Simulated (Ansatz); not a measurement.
# Energy profile

The step: AlBrF₂ ([F][Al]([F])[Br]) + HCl → AlClF₂ ([F][Al]([F])[Cl]) + HBr (still joined by a long Al–Br bond); bonds formed: Br2–H5; dative contacts that become bonds: Al1–Cl6; bonds broken: H5–Cl6; bonds weakened to dative contacts: Al1–Br2 (atoms numbered as in the saddle structure below).

```csv
atom,x (Å),y (Å),z (Å)
Al1,-0.5275,-0.1629,-0.3822
Br2,1.6556,-1.0187,0.2746
F3,-0.5293,0.2493,-1.9657
F4,-1.7200,-1.0891,0.2483
H5,1.1513,0.4512,0.8920
Cl6,-0.0301,1.5702,0.9331
```

Electronic energies by CCSD(T) at an estimated basis limit (MP2 extrapolated from triple and quadruple zeta, plus CCSD(T) − MP2 in triple zeta), on PBE0-D4/def2-TZVP structures; AlHBrClF$_{2}$, closed shell; no counterpoise correction. Ansatz 0.2.0; basis: def2-TZVPP and def2-QZVPP; cores frozen in the correlated methods. Filled d shells of the heavier atoms are correlated. The def2 sets are not built for correlating such inner shells, so the correlated values are less sure here. Extrapolation: Hartree–Fock as exp(−7.88 √X), correlation as X^−2.97.

Problem. Give the profile in eV, counted from the separated reactants. (To be estimated.)

Solution. By the calculation:
| point | eV |
| --- | --- |
| separated: AlBrF$_{2}$ (linked as [F][Al]([F])[Br]; Al1, Br2, F3, F4; singlet) + HCl (H5, Cl6; singlet) | 0.000 |
| start structure | -0.457 |
| saddle | -0.094 |
| end structure | -0.460 |
| separated: AlClF$_{2}$ (linked as [F][Al]([F])[Cl]; Al1, F3, F4, Cl6; singlet) + HBr (Br2, H5; singlet) | 0.006 |
The saddle lies below the separated reactants: the barrier is submerged.

The T1 diagnostic stays at or below 0.012.

For scale, one of the runs: CCSD(T)/def2-TZVPP, 208 basis functions, launched by `ansatz run in.yaml --threads 4 --pin off --events-out ev --progress --plain --max-ram 9574MiB`. The run took 2.1 min on 4 CPU threads of an Arm Neoverse V1 (shared host), with 2.8 GiB of host memory at its peak.
